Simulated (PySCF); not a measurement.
Xe⁺: excitation energy

Xe⁺ [Kr] 4d10 5s2 5p5 (2P) → Xe⁺ [Kr] 4d10 5s2 5p4 6s1, s spin flipped, as a difference of total energies. Calculation: PySCF 2.14, in aug-cc-pwCVTZ-DK3 with one added diffuse shell each of s, p, d, f type (11s10p8d5f1g, 125 functions); scalar relativity by spin-free X2C-1e. The calculations carry no spin-orbit coupling.

```csv
method,excitation energy (eV)
UHF,11.492
wB97M-V,11.899
BHandHLYP,11.929
wB97X,12.144
```

The upper determinant mixes two multiplicities, so it lies between the two terms.

The promoted electron is Rydberg-like, and one or two diffuse shells describe it only roughly, which tends to raise the upper state.
